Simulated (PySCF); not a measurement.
Atom-mapped SMILES (the numbers label the heavy atoms): `[CH3:1][SiH:2]([CH3:3])[O:4][SiH2:5][SiH3:6]`; H(Xn) means a hydrogen on atom n.

Computed data (PySCF): geometry from GFN2-xTB, σ from GIAO-PBE0/pcSseg-1. Single conformer, gas phase, non-relativistic, equivalent nuclei averaged.

Scale: 13C (σref 186.93) and 1H (σref 31.72) and 29Si (σref 349.16) against TMS; 17O (σref 336.08) vs H2O (reference shieldings calculated alike).

```csv
atoms,nucleus,count,δ (ppm)
C1/C3,13C,2,?
H(Si2),1H,1,5.21
H(C1)/H(C3),1H,6,0.17
O4,17O,1,21.8
Si6,29Si,1,?
H(Si6),1H,3,3.45
Si5,29Si,1,?
Si2,29Si,1,-4.5
H(Si5),1H,2,5.66
```

Question: Estimate the values marked ?.

Answer: 
- C1/C3: 1.5 ppm, methyl carbon bonded to Si; an electropositive neighbour leaves it electron-rich and shielded
- Si5: -32.6 ppm, silicon bonded to O, Si, 2 H
- Si6: -120.6 ppm, silicon bonded to Si, 3 H

Shifts are as computed. Against solution values, carbons near 30 ppm lie about +3 ppm off and those near 130 ppm about +5 ppm. Of 1211 compounds with measured shifts, 218 miss one by over three times the rms of a fit or turn the order of signals round; such compounds aren't used in these exercises. Experimental scales use liquid or dissolved standards, which lie at an offset from isolated H2O (liquid H2O: subtract about 36 ppm).
